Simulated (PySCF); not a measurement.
# Stationary points of AsF(OH)

All numbers come from PBE0 in PySCF with As def2-TZVP, F def2-TZVP, O def2-TZVP, H def2-TZVP; no relativity; density-fitted integrals.

Relaxations began from a few typed shapes; open shells are unrestricted. The search is not exhaustive: other isomers or separated fragments can lie lower, and high-lying points may rest on an excited occupation.

(1) Which is the lowest minimum found?
A. doublet C1: As–F 1.751 Å, As–O 1.764 Å, O–H 0.964 Å; As–O–H 112.4°, F–As–O 97.7°
B. doublet Cs: As–F 1.842 Å, As–O 1.828 Å, O–H 0.965 Å; As–O–H 117.8°, F–As–O 161.7°

Answers

(1) A. The others lie at 199.7 (doublet Cs) kJ/mol above it.
